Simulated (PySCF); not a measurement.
HKO, triplet, at a GFN2-xTB geometry of the parent state (such geometries of metal compounds can be far from the true shape) (a higher spin typed on purpose: for a closed-shell molecule this is an excited state); HF/STO-3G (PySCF).

PySCF was given this input:
```python
from pyscf import gto, scf

mol = gto.Mole()
mol.atom = '''
    K    -0.515992   -0.253325   -0.435053
    O     1.047786    0.444316    0.880931
    H     1.421565    1.258641    1.218564
'''
mol.basis = 'sto-3g'
mol.charge = 0
mol.spin = 2
mol.verbose = 4
mol.build()

mf = scf.UHF(mol)
mf.kernel()
```

**Question.** Predict the main parts of the log of this PySCF run.

**Answer.** 
```
PySCF version 2.14.0

[INPUT] verbose = 4
[INPUT] num. atoms = 3
[INPUT] num. electrons = 28
[INPUT] charge = 0
[INPUT] spin (= nelec alpha-beta = 2S) = 2
[INPUT] symmetry False subgroup None
[INPUT] Mole.unit = angstrom
[INPUT] Symbol           X                Y                Z      unit          X                Y                Z       unit  Magmom
[INPUT]  1 K     -0.515992000000  -0.253325000000  -0.435053000000 AA   -0.975083562467  -0.478714870505  -0.822131019670 Bohr   0.0
[INPUT]  2 O      1.047786000000   0.444316000000   0.880931000000 AA    1.980028577154   0.839635552762   1.664718324639 Bohr   0.0
[INPUT]  3 H      1.421565000000   1.258641000000   1.218564000000 AA    2.686368518267   2.378486779149   2.302752225254 Bohr   0.0

nuclear repulsion = 45.0605955868362
number of shells = 11
number of NR pGTOs = 57
number of NR cGTOs = 19
basis = sto-3g
ecp = {}

******** <class 'pyscf.scf.uhf.UHF'> ********
method = UHF
initial guess = minao
damping factor = 0
level_shift factor = 0
DIIS = <class 'pyscf.scf.diis.CDIIS'>
diis_start_cycle = 1
diis_space = 8
diis_damp = 0
SCF conv_tol = 1e-09
SCF conv_tol_grad = None
SCF max_cycles = 50
direct_scf = True
direct_scf_tol = 1e-13
number electrons alpha = 15  beta = 13
Set gradient conv threshold to 3.16228e-05
init E= -666.807544888056

cycle= 1 E= -667.384141159767  delta_E= -0.577  |g|= 0.17  |ddm|=  1.8
cycle= 2 E= -667.410873457123  delta_E= -0.0267  |g|= 0.0326  |ddm|= 0.305
cycle= 3 E= -667.412277310771  delta_E= -0.0014  |g|= 0.0116  |ddm|= 0.0738
cycle= 4 E= -667.412543550496  delta_E= -0.000266  |g|= 0.00576  |ddm|= 0.0351
cycle= 5 E= -667.412652270949  delta_E= -0.000109  |g|= 0.00166  |ddm|= 0.0275
cycle= 6 E= -667.412661996858  delta_E= -9.73e-06  |g|= 0.000519  |ddm|= 0.00765
cycle= 7 E= -667.41266291782  delta_E= -9.21e-07  |g|= 0.000219  |ddm|= 0.00269
cycle= 8 E= -667.412663074715  delta_E= -1.57e-07  |g|= 6.12e-05  |ddm|= 0.00131
cycle= 9 E= -667.412663084874  delta_E= -1.02e-08  |g|= 1.76e-05  |ddm|= 0.000286
cycle= 10 E= -667.412663085821  delta_E= -9.47e-10  |g|= 4.37e-06  |ddm|= 0.000113
Extra cycle  E= -667.412663085872  delta_E= -5.07e-11  |g|= 2.33e-06  |ddm|= 2.07e-05
converged SCF energy = -667.412663085872  <S^2> = 2.0038302  2S+1 = 3.0025524
```
